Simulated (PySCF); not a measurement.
SnHCl2Br, SMILES [Cl][SnH]([Cl])[Br]. Coordinates come from a PBE-D3(BJ)/def2-SVP optimisation. The structure was generated by enumeration; whether it is a known compound was not checked. The def2 effective core potentials stand for the cores of Sn; spin–orbit coupling is left out.

Computed equilibrium geometry at PBE-D3(BJ)/def2-SVP (PySCF confirms it by a frequency run) as a Z-matrix, and its point group:
point group Cs.
```
Sn
H 1 1.7196
Cl 1 2.3537 2 110.51
Cl 1 2.3537 2 110.51 3 118.70
Br 1 2.4932 2 111.92 3 -120.65
```
Charge 0, spin multiplicity 1.
